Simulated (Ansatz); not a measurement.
A short molecular-dynamics run on Si17OH22, a nanocrystal with a defect cut from the lattice of silicon (double-bonded O in place of two caps).

```yaml
crystal:
  periodic: [false, false, false]
  atoms:
    - {symbol: Si, position_ang: [-1.837580, -2.758608, 2.868742]}
    - {symbol: Si, position_ang: [1.241285, -2.890451, -0.254454]}
    - {symbol: Si, position_ang: [-1.661769, 2.599434, -2.785018]}
    - {symbol: Si, position_ang: [1.128262, -0.145216, -2.818309]}
    - {symbol: Si, position_ang: [-1.594511, -0.198357, -0.099917]}
    - {symbol: Si, position_ang: [1.102645, -0.208334, 2.615743]}
    - {symbol: Si, position_ang: [1.066922, 2.564025, -0.070495]}
    - {symbol: Si, position_ang: [3.818827, -0.118429, -0.059184]}
    - {symbol: Si, position_ang: [-3.006134, -1.483964, 1.273942]}
    - {symbol: Si, position_ang: [-2.963706, 1.174463, -1.430538]}
    - {symbol: Si, position_ang: [-0.235397, -1.529210, -1.478630]}
    - {symbol: Si, position_ang: [-0.273830, -1.460634, 4.052535]}
    - {symbol: Si, position_ang: [2.464200, -1.543416, 1.237367]}
    - {symbol: Si, position_ang: [-0.261501, 1.245828, -4.119950]}
    - {symbol: Si, position_ang: [-0.304343, 3.937294, -1.397717]}
    - {symbol: Si, position_ang: [2.447889, 1.223828, -1.423766]}
    - {symbol: Si, position_ang: [-0.256079, 1.161842, 1.271432]}
    - {symbol: O, position_ang: [-0.262014, 1.272811, -5.669805]}
    - {symbol: H, position_ang: [-2.819860, -3.344818, 3.837294]}
    - {symbol: H, position_ang: [-1.134907, -3.889070, 2.187082]}
    - {symbol: H, position_ang: [2.203388, -3.512160, -1.221578]}
    - {symbol: H, position_ang: [0.519134, -3.989344, 0.458208]}
    - {symbol: H, position_ang: [-2.523714, 3.445321, -3.671268]}
    - {symbol: H, position_ang: [1.999326, -0.980453, -3.706069]}
    - {symbol: H, position_ang: [2.008300, 0.662452, 3.438937]}
    - {symbol: H, position_ang: [1.941208, 3.415831, 0.803378]}
    - {symbol: H, position_ang: [4.737952, -0.931183, -0.919318]}
    - {symbol: H, position_ang: [4.646596, 0.756770, 0.831993]}
    - {symbol: H, position_ang: [-3.860815, -2.376677, 0.426870]}
    - {symbol: H, position_ang: [-3.905340, -0.527207, 1.997437]}
    - {symbol: H, position_ang: [-3.841404, 0.324526, -2.297404]}
    - {symbol: H, position_ang: [-3.839504, 2.000929, -0.537925]}
    - {symbol: H, position_ang: [-1.107772, -2.361429, -2.371846]}
    - {symbol: H, position_ang: [0.556396, -2.347288, 4.929641]}
    - {symbol: H, position_ang: [-1.020564, -0.500833, 4.928800]}
    - {symbol: H, position_ang: [3.333465, -2.412830, 2.098555]}
    - {symbol: H, position_ang: [0.539846, 4.837186, -2.246845]}
    - {symbol: H, position_ang: [-1.175611, 4.787403, -0.523530]}
    - {symbol: H, position_ang: [3.291149, 2.110432, -2.292914]}
    - {symbol: H, position_ang: [-1.160446, 1.989558, 2.138527]}
basis:
  gaussian: {orbitals: "6-31G*"}
hamiltonian: {xc: {name: BLYP}}
md: {timestep: 1 fs, n_steps: 15, ensemble: nvt_nose_hoover, temperature: 700, initial_velocities: maxwell_boltzmann, seed: 2}
scf: {omitted_lower_state_checks: [starts]}
```

```sh
$ ansatz run in.yaml --threads 2 --pin off --events-out ev --progress --plain --max-ram 32768MiB --backend cuda --devices 0, --max-vram 18GiB
```

| step | time (fs) | potential energy (eV) | kinetic (eV) | T (K) | conserved (eV) |
| --- | --- | --- | --- | --- | --- |
| 0 | 0.0 | -136316.6511 | 3.4383 | 700 | -136313.2128 |
| 1 | 1.0 | -136316.4956 | 3.2868 | 669 | -136313.2088 |
| 2 | 2.0 | -136316.1357 | 2.9391 | 598 | -136313.1967 |
| 3 | 3.0 | -136315.7582 | 2.5730 | 524 | -136313.1853 |
| 4 | 4.0 | -136315.5332 | 2.3488 | 478 | -136313.1847 |
| 5 | 5.0 | -136315.4737 | 2.2814 | 464 | -136313.1930 |
| 6 | 6.0 | -136315.4582 | 2.2589 | 460 | -136313.2005 |
| 7 | 7.0 | -136315.3669 | 2.1664 | 441 | -136313.2024 |
| 8 | 8.0 | -136315.1596 | 1.9618 | 399 | -136313.2004 |
| 9 | 9.0 | -136314.8616 | 1.6684 | 340 | -136313.1966 |
| 10 | 10.0 | -136314.5329 | 1.3456 | 274 | -136313.1915 |
| 11 | 11.0 | -136314.2577 | 1.0773 | 219 | -136313.1854 |
| 12 | 12.0 | -136314.1320 | 0.9562 | 195 | -136313.1817 |
| 13 | 13.0 | -136314.2098 | 1.0317 | 210 | -136313.1850 |
| 14 | 14.0 | -136314.4404 | 1.2540 | 255 | -136313.1945 |
| 15 | 15.0 | -136314.6802 | 1.4860 | 303 | -136313.2040 |

Velocities are drawn at the set temperature; a run this short doesn't reach equilibrium.

The 6-31G sets use Cartesian d functions.

Frames (Å, forces in eV/Å):

```xyz
40
time=0.0 fs
Si   -1.838   -2.759    2.869   -0.104   -0.123    0.106
Si    1.241   -2.890   -0.254    0.035   -0.202   -0.032
Si   -1.662    2.599   -2.785   -0.122    0.115   -0.131
Si    1.128   -0.145   -2.818    0.049   -0.050   -0.204
Si   -1.595   -0.198   -0.100   -0.193   -0.017    0.012
Si    1.103   -0.208    2.616    0.043    0.024    0.183
Si    1.067    2.564   -0.070    0.055    0.200    0.047
Si    3.819   -0.118   -0.059    0.189   -0.013   -0.008
Si   -3.006   -1.484    1.274   -0.136   -0.072    0.023
Si   -2.964    1.174   -1.431   -0.164    0.041   -0.047
Si   -0.235   -1.529   -1.479   -0.006   -0.154   -0.097
Si   -0.274   -1.461    4.053    0.018   -0.026    0.160
Si    2.464   -1.543    1.237    0.164   -0.080    0.076
Si   -0.262    1.246   -4.120    0.003    0.011    0.343
Si   -0.304    3.937   -1.398    0.001    0.189   -0.002
Si    2.448    1.224   -1.424    0.184    0.061   -0.047
Si   -0.256    1.162    1.271    0.027    0.111    0.118
O    -0.262    1.273   -5.670   -0.001    0.008   -0.680
H    -2.820   -3.345    3.837   -0.036   -0.069    0.040
H    -1.135   -3.889    2.187    0.002   -0.058   -0.003
H     2.203   -3.512   -1.222    0.026   -0.072   -0.021
H     0.519   -3.989    0.458   -0.003   -0.070    0.006
H    -2.524    3.445   -3.671   -0.057    0.057   -0.043
H     1.999   -0.980   -3.706    0.054   -0.048   -0.047
H     2.008    0.662    3.439    0.052    0.045    0.052
H     1.941    3.416    0.803    0.049    0.056    0.045
H     4.738   -0.931   -0.919    0.085   -0.014   -0.018
H     4.647    0.757    0.832    0.079    0.023    0.023
H    -3.861   -2.377    0.427   -0.077   -0.027   -0.022
H    -3.905   -0.527    1.997   -0.072    0.011    0.020
H    -3.841    0.325   -2.297   -0.075   -0.019   -0.023
H    -3.840    2.001   -0.538   -0.075    0.019    0.015
H    -1.108   -2.361   -2.372   -0.048   -0.049   -0.047
H     0.556   -2.347    4.930    0.025   -0.026    0.084
H    -1.021   -0.501    4.929   -0.023    0.017    0.076
H     3.333   -2.413    2.099    0.052   -0.054    0.049
H     0.540    4.837   -2.247    0.018    0.082   -0.022
H    -1.176    4.787   -0.524   -0.024    0.077    0.019
H     3.291    2.110   -2.293    0.051    0.048   -0.048
H    -1.160    1.990    2.139   -0.043    0.046    0.047
40
time=3.0 fs
Si   -1.843   -2.777    2.876    0.475    0.184   -0.656
Si    1.244   -2.906   -0.246    0.235    2.226   -0.125
Si   -1.653    2.584   -2.779   -1.067    0.761   -0.501
Si    1.147   -0.145   -2.824   -0.293   -0.234   -0.080
Si   -1.595   -0.199   -0.108   -0.225    0.246   -0.028
Si    1.110   -0.219    2.593   -0.039    0.136    0.707
Si    1.064    2.565   -0.065    0.608    0.949    0.377
Si    3.789   -0.112   -0.067    1.212   -1.207   -0.712
Si   -2.994   -1.465    1.262   -0.989   -0.205    0.847
Si   -2.971    1.186   -1.430    0.501    0.810    0.879
Si   -0.237   -1.544   -1.459    0.321    0.265   -0.087
Si   -0.268   -1.448    4.067   -0.072   -0.486   -1.249
Si    2.460   -1.525    1.220    0.387   -0.488    0.191
Si   -0.264    1.251   -4.123    0.155   -0.049    0.727
Si   -0.326    3.916   -1.405    0.320   -0.485    0.099
Si    2.464    1.214   -1.418   -1.111   -0.749    0.928
Si   -0.247    1.177    1.273   -0.519    0.067    0.689
O    -0.231    1.295   -5.663   -0.012    0.015   -1.145
H    -2.865   -3.266    3.807   -0.390   -0.389    0.396
H    -1.195   -3.950    2.126   -0.202    0.371    0.427
H     2.097   -3.413   -1.267    0.978   -0.824   -0.920
H     0.533   -3.868    0.453   -1.111   -1.892    1.087
H    -2.639    3.529   -3.539    0.617   -0.553    0.203
H     1.969   -1.000   -3.746    0.070    0.031    0.017
H     2.003    0.569    3.540   -0.054    0.019   -0.290
H     1.958    3.528    0.799   -0.486   -0.643   -0.457
H     4.732   -1.052   -0.981   -0.702    0.941    0.839
H     4.593    0.639    0.938    0.283    0.231   -0.070
H    -3.935   -2.421    0.558    0.209    0.166   -0.188
H    -3.978   -0.547    2.038    0.560   -0.269   -0.364
H    -3.808    0.385   -2.262   -0.870   -0.856   -0.864
H    -3.889    2.045   -0.587    0.152   -0.108   -0.027
H    -1.080   -2.376   -2.346   -0.264   -0.238   -0.266
H     0.559   -2.381    4.833    0.362   -0.236    0.652
H    -1.008   -0.470    4.854   -0.331    0.392    0.660
H     3.417   -2.314    2.101   -0.188    0.021   -0.153
H     0.471    4.818   -2.232    0.466    0.455   -0.439
H    -1.138    4.759   -0.538   -0.552    0.449    0.486
H     3.183    2.103   -2.232    1.176    1.265   -1.191
H    -1.221    1.899    2.227    0.390   -0.085   -0.403
40
time=7.0 fs
Si   -1.848   -2.800    2.882   -0.238    0.645   -0.206
Si    1.249   -2.917   -0.236   -0.242    0.042    0.046
Si   -1.646    2.567   -2.772   -1.566    0.895   -0.377
Si    1.170   -0.147   -2.831   -0.609   -0.446   -0.018
Si   -1.596   -0.200   -0.118   -0.235    0.506   -0.033
Si    1.120   -0.233    2.565   -0.285    0.203    1.234
Si    1.062    2.571   -0.056    0.510    1.025   -0.026
Si    3.755   -0.108   -0.079    1.803   -1.165    0.030
Si   -2.984   -1.440    1.250   -1.299   -0.993    1.312
Si   -2.979    1.206   -1.425   -0.329   -0.202   -0.013
Si   -0.237   -1.562   -1.433    0.182    0.259   -0.591
Si   -0.260   -1.434    4.081   -0.193   -0.835   -1.100
Si    2.456   -1.503    1.198    0.475   -0.870    0.267
Si   -0.267    1.259   -4.124    0.349   -0.127    0.540
Si   -0.353    3.887   -1.413    0.618    0.595    0.394
Si    2.480    1.200   -1.408   -0.456    1.225   -0.581
Si   -0.237    1.198    1.279   -0.720   -0.387    0.870
O    -0.191    1.325   -5.663   -0.033    0.017   -1.030
H    -2.966   -3.208    3.810    0.157   -0.229   -0.051
H    -1.297   -3.985    2.101   -0.020    0.202    0.459
H     2.063   -3.378   -1.422    0.071   -0.434    0.418
H     0.438   -3.914    0.557    0.334   -0.204   -0.349
H    -2.711    3.567   -3.342    0.740   -0.624   -0.152
H     1.937   -1.021   -3.794    0.066    0.146    0.132
H     1.989    0.449    3.634   -0.044    0.108   -0.576
H     1.921    3.594    0.738   -0.302   -0.627   -0.246
H     4.637   -1.093   -0.958   -0.424    0.872    0.647
H     4.554    0.510    1.060    0.083    0.185   -0.586
H    -4.001   -2.455    0.705    0.514    0.343   -0.425
H    -4.002   -0.603    2.046    0.592    0.093   -0.268
H    -3.859    0.371   -2.311    0.026   -0.066   -0.009
H    -3.934    2.090   -0.655    0.222   -0.119    0.079
H    -1.073   -2.423   -2.341   -0.026    0.012   -0.011
H     0.603   -2.447    4.785   -0.036    0.384    0.481
H    -1.027   -0.388    4.834    0.113   -0.215    0.375
H     3.502   -2.181    2.083   -0.316   -0.071   -0.236
H     0.432    4.843   -2.262    0.118   -0.032   -0.032
H    -1.152    4.771   -0.502   -0.189   -0.072    0.003
H     3.169    2.228   -2.279    0.156   -0.198    0.101
H    -1.250    1.771    2.291    0.432    0.158   -0.473
40
time=11.0 fs
Si   -1.855   -2.819    2.888   -1.051    1.489    0.585
Si    1.253   -2.928   -0.225   -0.485   -1.329   -0.112
Si   -1.647    2.555   -2.768   -0.900    0.034    0.061
Si    1.189   -0.151   -2.839   -0.910   -0.425    0.154
Si   -1.599   -0.197   -0.129   -0.204    0.644    0.065
Si    1.129   -0.246    2.544   -0.770    0.088    1.196
Si    1.063    2.582   -0.047   -0.385   -0.049   -1.055
Si    3.731   -0.111   -0.092    0.781    0.449    1.666
Si   -2.979   -1.421    1.245   -0.304   -1.631    1.147
Si   -2.988    1.224   -1.420   -0.735   -1.232   -0.864
Si   -0.236   -1.579   -1.411    0.026    0.166   -1.065
Si   -0.253   -1.424    4.089   -0.306   -0.968   -0.635
Si    2.454   -1.486    1.178    0.112   -1.005    0.153
Si   -0.267    1.265   -4.121    0.537   -0.168   -0.242
Si   -0.376    3.861   -1.420    0.852    1.594    0.680
Si    2.494    1.191   -1.400   -0.294    2.593   -1.531
Si   -0.231    1.216    1.289   -0.204   -1.016    0.255
O    -0.150    1.355   -5.672   -0.104   -0.007   -0.267
H    -3.045   -3.186    3.808    0.608   -0.066   -0.342
H    -1.400   -3.997    2.140    0.389   -0.509    0.004
H     2.050   -3.412   -1.523   -0.426   -0.072    1.338
H     0.377   -4.011    0.625    1.105    0.797   -1.071
H    -2.684    3.523   -3.173   -0.213    0.294   -0.880
H     1.917   -1.021   -3.825    0.159    0.101    0.088
H     1.972    0.347    3.645    0.270    0.403   -0.340
H     1.849    3.580    0.650    0.686    0.482    0.668
H     4.497   -1.024   -0.855    1.216   -0.932   -0.975
H     4.530    0.412    1.099    0.058    0.326   -0.656
H    -3.995   -2.442    0.786    0.278    0.071   -0.728
H    -3.946   -0.639    2.021   -0.156    0.860    0.375
H    -3.913    0.341   -2.367    0.709    0.589    0.703
H    -3.948    2.119   -0.710    0.041    0.043    0.294
H    -1.071   -2.468   -2.339    0.197    0.266    0.242
H     0.643   -2.457    4.810   -0.363    0.790    0.200
H    -1.030   -0.337    4.871    0.466   -0.722   -0.037
H     3.543   -2.061    2.033   -0.046   -0.383    0.023
H     0.413    4.864   -2.298   -0.252   -0.492    0.396
H    -1.196    4.773   -0.465    0.210   -0.534   -0.503
H     3.192    2.337   -2.324   -0.392   -1.177    0.866
H    -1.222    1.670    2.292   -0.198    0.638    0.146
40
time=15.0 fs
Si   -1.867   -2.830    2.896   -0.419    1.342    0.064
Si    1.255   -2.945   -0.215   -0.280   -0.422   -0.003
Si   -1.654    2.543   -2.764   -0.753   -0.187   -0.006
Si    1.204   -0.157   -2.846   -1.128   -0.301    0.356
Si   -1.603   -0.191   -0.139   -0.108    0.704    0.230
Si    1.133   -0.258    2.530   -1.034    0.091    1.093
Si    1.062    2.593   -0.044   -0.116    0.166   -0.854
Si    3.711   -0.112   -0.096    1.291   -0.378    0.499
Si   -2.977   -1.411    1.247   -0.028   -1.108    1.401
Si   -3.002    1.236   -1.419   -0.226   -0.860   -0.309
Si   -0.235   -1.595   -1.394    0.302    0.508   -0.982
Si   -0.248   -1.420    4.093   -0.299   -1.062   -0.966
Si    2.453   -1.474    1.158   -0.104   -1.276    0.153
Si   -0.265    1.271   -4.121    0.701   -0.189   -0.985
Si   -0.395    3.843   -1.422    0.994    0.964    0.749
Si    2.505    1.196   -1.400   -0.938    2.011   -1.071
Si   -0.227    1.230    1.301   -0.178   -1.153    0.094
O    -0.111    1.386   -5.684   -0.202   -0.044    0.507
H    -3.044   -3.177    3.763    0.089   -0.156    0.130
H    -1.450   -4.072    2.187    0.339   -0.131    0.101
H     1.983   -3.464   -1.441    0.137   -0.234    0.490
H     0.469   -4.003    0.545    0.360    0.078   -0.292
H    -2.680    3.516   -3.130   -0.410    0.499   -1.007
H     1.921   -1.007   -3.843    0.242    0.003   -0.003
H     1.995    0.306    3.605    0.425    0.546   -0.086
H     1.864    3.619    0.647    0.420    0.168    0.434
H     4.509   -1.061   -0.870    0.609   -0.313   -0.480
H     4.521    0.367    1.047    0.421    0.639   -0.052
H    -3.950   -2.419    0.759   -0.131   -0.133   -0.758
H    -3.900   -0.559    2.040   -0.001    0.483    0.146
H    -3.873    0.388   -2.331    0.136    0.084    0.177
H    -3.953    2.152   -0.722    0.061    0.009    0.303
H    -1.044   -2.479   -2.306   -0.045    0.046   -0.012
H     0.636   -2.358    4.871   -0.034    0.287    0.289
H    -0.972   -0.383    4.909    0.065   -0.202    0.112
H     3.576   -1.998    1.985    0.049   -0.506    0.172
H     0.364    4.822   -2.283    0.055   -0.077    0.070
H    -1.218    4.705   -0.494   -0.107   -0.140   -0.123
H     3.165    2.285   -2.251    0.096   -0.425    0.218
H    -1.216    1.661    2.308   -0.251    0.673    0.201
```

It took 1.9 min on 2 threads of AMD EPYC 7R13 on a shared host and a share (18 GiB) of an NVIDIA H100 80GB HBM3.
